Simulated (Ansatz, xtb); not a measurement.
# Relative energy of two isomers of C6H8N2

Structure I is `Nc1ccc(N)cc1`, a singlet and structure II is `Nc1cccc(N)c1`, a singlet. Both are isolated molecules in the gas phase, relaxed with r2SCAN-D4/def2-SVP; the shapes shown needn't be the lowest conformers.

I (Å):

```xyz
16

C    -0.1242    1.5234   -0.5070
C    -0.6406    0.3418   -1.0692
C    -1.1300   -0.6883   -0.2666
C    -1.1262   -0.5858    1.1364
C    -0.6090    0.5954    1.6986
C    -0.1196    1.6255    0.8960
N     0.3081    2.5804   -1.3121
N    -1.6735   -1.5909    1.9380
H     0.6218    2.3016   -2.2360
H     0.9839    3.1944   -0.8694
H    -0.6618    0.2290   -2.1585
H    -1.5276   -1.5932   -0.7388
H    -1.3036   -1.6209    2.8824
H    -1.6659   -2.5136    1.5158
H    -0.5927    0.7105    2.7878
H     0.2730    2.5326    1.3680
```

II (Å):

```xyz
16

C    -1.1454    0.7457   -0.7458
C    -1.4117   -0.6320   -0.6045
C    -0.9013   -1.3185    0.4971
C    -0.1313   -0.6779    1.4677
C     0.1414    0.6996    1.3371
C    -0.3700    1.3971    0.2290
N    -1.6871    1.4619   -1.8030
N     0.9500    1.3470    2.2596
H    -1.9407    0.9136   -2.6168
H    -1.2070    2.3205   -2.0470
H    -2.0194   -1.1491   -1.3530
H    -1.1105   -2.3877    0.6026
H     0.2666   -1.2336    2.3220
H     1.0103    0.9076    3.1709
H     0.8345    2.3522    2.3196
H    -0.1606    2.4677    0.1233
```

Question: Estimate which is lower in electronic energy at CCSD(T)/def2-SVP + ΔMP2/def2-TZVPP, and by roughly how much.

Answer: The CCSD(T)/def2-SVP + ΔMP2/def2-TZVPP calculation puts structure II lower, by 9.0 kJ/mol.

How the difference moves with the method:

```tsv
level	geometry	E(II) − E(I) (kJ/mol)	departure from the last row (kJ/mol)	job, with rough time for the two
GFN2-xTB	GFN2-xTB	−6.7	+2.3	optimisation, 0.11 s
HF/STO-3G	GFN2-xTB	−7.9	+1.2	single point, 0.56 s
r2SCAN-D4/def2-SVP//GFN2-xTB	GFN2-xTB	−14.2	−5.1	single point, 6.9 s
r2SCAN-D4/def2-SVP	r2SCAN-D4/def2-SVP	−13.8	−4.7	optimisation, 40 s
HF/def2-SVP	r2SCAN-D4/def2-SVP	−18.4	−9.4	part of the CCSD(T) run
MP2/def2-SVP	r2SCAN-D4/def2-SVP	−6.3	+2.8	part of the CCSD(T) run
CCSD(T)/def2-SVP	r2SCAN-D4/def2-SVP	−9.7	−0.6	single point
CCSD(T)/def2-SVP + ΔMP2/def2-TZVPP	r2SCAN-D4/def2-SVP	−9.0		single point, 3.2 min
```

As drawn, both hold the same kinds of bond in the same numbers.

None of the levels shown reverses the order. The largest departure from CCSD(T)/def2-SVP + ΔMP2/def2-TZVPP is that of HF/def2-SVP, 9.4 kJ/mol. The last row adds to CCSD(T) the change of the MP2 difference between the two basis sets, here +0.6 kJ/mol.

With thermal terms from frequencies at re-optimised GFN2-xTB minima (ideal gas, soft modes damped towards free rotors, one conformer each, 298.15 K, 1 atm): on the last row, ΔE + ΔZPE = −8.9, ΔH = −9.0, ΔG = −8.8 kJ/mol.

The correlated steps freeze 8 core orbitals. Run with Ansatz 0.2.0, xtb 6.7.1; the last row on 2 threads of Arm Neoverse V2 on a shared host.
